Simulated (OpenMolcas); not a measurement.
Re5+ among 6 point charges of -1.7 e arranged as a tetragonal octahedron (D4h). The axial distance is 0.86 times the equatorial one, R.

```
Program             : OpenMolcas 26.06
Method              : CASSCF
Basis               : ANO-RCC-VDZP [7s6p4d2f1g]
Scalar Hamiltonian  : DKH2, point nucleus
Active space        : 2 electrons in 5 orbitals (5d)
State averaging     : 2S+1 = 3 even, 10 roots; 2S+1 = 1 even, 15 roots
Spin-orbit coupling : state interaction with AMFI integrals over the reference wave functions
```

All point charges move together. At R = 2.09 Å the first state of the same spin is 3284 cm-1, and at R = 2.31 Å it is 2226 cm-1.

Q: A third run gives 4460 cm-1. What distance was it run at?

A: With a power law R^-n the two known points give n = -ln(2226 / 3284) / ln(2.31 / 2.09) = 3.89. Then R = 2.09 × (3284 / 4460)^(1/3.89) = 1.932 Å. The run was at 1.93 Å, so the estimate is off by +0.002 Å.

An orbital doublet at a regular site is open to a Jahn-Teller distortion, which this geometry leaves out. Without dynamic correlation the repulsion within the d shell is too large (B by tens of per cent), so at a given field states of lower spin stand too high. This is an electrostatic model: the charges have no orbitals. No measured value stands beside these numbers.
